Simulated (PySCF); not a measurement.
# AlCl₃: adding exact exchange

Base calculation in PySCF with density fitting and no spin–orbit coupling, PBE/def2-TZVP (no relativity): singlet, D3h, Al–Cl 2.085 Å (×3); wavenumbers 140 (×2), 195, 372, 605 (×2) cm⁻¹; gap between the highest occupied and lowest empty levels 5.72 eV, polar-tensor charge of Al 1.50 e, atomisation energy (no zero-point energy) 1285 kJ/mol.

Task: What changes on going to PBE0/def2-TZVP (no relativity)?

Result: The point group stays the same. Changes: mean bond to Al -0.015 Å, highest wavenumber +21 cm⁻¹, lowest wavenumber +4 cm⁻¹, gap between the highest occupied and lowest empty levels +2.39 eV, polar-tensor charge of Al +0.08 e, atomisation energy (no zero-point energy) -7 kJ/mol. The new structure has Al–Cl 2.070 Å (×3), with wavenumbers 144 (×2), 203, 387, 626 (×2) cm⁻¹. Exact exchange shortens and stiffens the bonds and opens the gap, the usual pattern.

Only the bonding shown was studied: isomers, or loss of a ligand pair, can lie lower.
